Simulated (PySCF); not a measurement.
Löwdin shares of the frontier orbitals

C₅H₁₄P₂.
Numbering: `[CH3:1][CH:2]([CH3:3])[CH2:4][PH:5][CH2:6][PH2:7]` (hydrogens: H8, H9, H10 on C1; H11 on C2; H12, H13, H14 on C3; H15, H16 on C4; H17 on P5; H18, H19 on C6; H20, H21 on P7)

Cartesian coordinates in Å at the PBE0-D3(BJ)/def2-SVP level; atoms count from 1:
```xyz
21
C5H14P2 angstrom
C     -2.2678    0.6486   -1.3141
C     -1.3070    0.3210   -0.1759
C     -1.7181   -0.9625    0.5379
C      0.1319    0.2531   -0.6937
P      1.4157    0.0483    0.6440
C      2.9602    0.0847   -0.3856
P      4.5136   -0.4553    0.4885
H     -2.2558   -0.1454   -2.0788
H     -1.9975    1.5938   -1.8105
H     -3.3022    0.7441   -0.9488
H     -1.3532    1.1456    0.5592
H     -1.6350   -1.8314   -0.1366
H     -1.0902   -1.1609    1.4206
H     -2.7621   -0.9064    0.8825
H      0.2280   -0.5418   -1.4547
H      0.3819    1.2029   -1.1975
H      1.3525   -1.3733    0.7727
H      3.1296    1.1245   -0.7119
H      2.8685   -0.5210   -1.3026
H      4.0097   -1.6887    1.0090
H      4.2796    0.2434    1.7139
```

Level of theory: TDDFT wB97X-D/def2-SVPD, vertical, gas phase, core orbitals frozen in the response in PySCF 2.14.0, density-fitted response routines.

Kohn–Sham orbitals with the atoms that hold most of them (Löwdin shares over 4%, at most four atoms; ? is withheld):

| orbital | ε (eV) | atoms |
| --- | --- | --- |
| LUMO+2 | 2.80 | P7 43%, H20 18%, H21 6%, H17 6% |
| LUMO+1 | 2.15 | P5 15%, C4 11%, C1 11%, C3 9% |
| LUMO | 1.79 | ? |
| HOMO | ? | P5 61%, C6 11%, C4 11%, H17 7% |
| HOMO-1 | -8.96 | ? |
| HOMO-2 | -10.88 | P5 16%, C4 15%, C1 12%, C2 11% |
| HOMO-3 | -11.14 | C2 28%, H11 18%, C1 11%, C3 11% |

**Question.** Give the leading atoms of the HOMO-1.

**Answer.** P7 (bonded to C and 2 H) 58%; C6 (bonded to 2 P and 2 H) 12%; P5 (bonded to 2 C and H) 7%; H20 (bonded to P) 7%. By element: phosphorus 66%, carbon 12% or more, hydrogen 7% or more.

**Question.** Give the leading atoms of the LUMO.

**Answer.** P7 (bonded to C and 2 H) 24%; P5 (bonded to 2 C and H) 19%; C6 (bonded to 2 P and 2 H) 16%; H17 (bonded to P) 7%. By element: phosphorus 43%, carbon 16% or more, hydrogen 7% or more.

**Question.** What is the HOMO energy, and the HOMO–LUMO gap?

**Answer.** ε(HOMO) = -8.70 eV; the gap is 10.49 eV (0.3855 hartree).

**Question.** How does S1 compare with the orbital gap of 10.49 eV?

**Answer.** S1 is at 6.19 eV (f = 0.051), 4.30 eV below the gap, made of HOMO→LUMO (89%). 

**Question.** Give energy, strength and leading configuration of S1, S2 and S3, and follow the Löwdin shares of the leading atoms from the occupied to the empty orbital.

**Answer.** 
- S1 (6.19 eV, f 0.051), HOMO→LUMO (89%): P5 61% → 19%, C6 11% → 16%, P7 at most 7% → 24%
- S2 (6.36 eV, f 0.034), HOMO-1→LUMO (88%): P7 58% → 24%, C6 12% → 16%, P5 7% → 19%
- S3 (6.63 eV, f 0.116), HOMO→LUMO+1 (75%): P5 61% → 15%, C6 11% → at most 9%, C4 11% → 11%

Löwdin shares depend on the basis, the more so with diffuse functions.

One conformer stands for the species.
